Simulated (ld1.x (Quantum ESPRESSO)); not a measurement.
## Which change was made? (Sn, TM)

tin, norm-conserving Troullier–Martins (Kleinman–Bylander form), made with ld1.x (Quantum ESPRESSO) 7.5 (LDA (PZ), fully relativistic). Core [Kr] 4d10, reference 5s2 5p2. Waves: 5p (bound): rc 2.25 bohr; 5s (bound): rc 1.75 bohr. Local part: the s channel. Core correction: a·sin(br)/r model core inside 0.95 bohr.

Open shells are filled in proportion to 2j + 1 (rel_dist='average').

Cutoffs, loose and tight: the cutoffs (Ry, on a coarse ladder) from which the occupation-weighted sum of valence levels, in a spherical-Bessel basis at the reference potential, stays within 10 and 1 mRy of its value at 400 Ry. They do not see the model core or the augmentation charge, which bear on the density cutoff. Test errors are all-electron minus pseudo excitation energies from the reference, over the configurations 5s2 5p1; 5s2 5p0; 5s1 5p0; 5s0 5p4; 5s2 5p2.3; 5s1 5p3; 5s2 5p1.5; variants that change the core or the reference have their own tests.

The base gives: outcome: generated; cutoff, loose: 25 Ry; cutoff, tight: 50 Ry; bound ghosts: none; largest test error (meV): -320.

Task: After one change the result is: outcome: generated; cutoff, loose: 18 Ry; cutoff, tight: 30 Ry; bound ghosts: none; largest test error (meV): -346. Which change was it?
A. wave 5p (bound): rc 2.25 bohr becomes 5p (bound): rc 2.92 bohr
B. reference 5s2 5p1
C. all radii but the core radius scaled by about 1.30 (s 2.28, p 2.92 bohr)
D. local potential the p channel
E. type RRKJ; rho0 0.02

Result: C. The others give: wave 5p (bound): rc 2.25 bohr becomes 5p (bound): rc 2.92 bohr → outcome: generated; cutoff, loose: 21 Ry; cutoff, tight: 50 Ry; bound ghosts: none; largest test error (meV): -345 | reference 5s2 5p1 → outcome: generated; cutoff, loose: 25 Ry; cutoff, tight: 50 Ry; bound ghosts: d; largest test error (meV): -230 | type RRKJ; rho0 0.02 → outcome: failed: compute_phi: phi has nodes before r_c | local potential the p channel → outcome: generated, misses its reference levels by 0.32 eV; cutoff, loose: 21 Ry; cutoff, tight: 50 Ry; bound ghosts: none; largest test error (meV): -279.
